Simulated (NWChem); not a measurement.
System: oxalic acid (C2H2O4); SMILES O=C(O)C(=O)O

```xyz
8

O      1.0703     1.4032    -0.0115
C     -0.1132     0.7639     0.0004
O     -1.1994     1.2998     0.0113
C      0.1132    -0.7639     0.0004
O     -1.0703    -1.4032    -0.0115
O      1.1994    -1.2998     0.0113
H      0.8534     2.3613    -0.0092
H     -0.8534    -2.3613    -0.0092
```
Atoms are numbered in this order, from 1.

Program: NWChem. Structure relaxed at the PBE-D3(BJ)/def2-SVP level. Level: M05-2X/def2-SVP with COSMO at NWChem's default radii, gas-phase geometry; the question gives the dielectric constant.

### Question
What does the run give for dielectric constant 3.9? Quantities: electrostatic solvation energy (kcal/mol); dipole in solution (D).

### Answer
| Quantity | Result |
|---|---|
| electrostatic solvation energy (kcal/mol) | -9.6 |
| dipole in solution (D) | 0.03 |
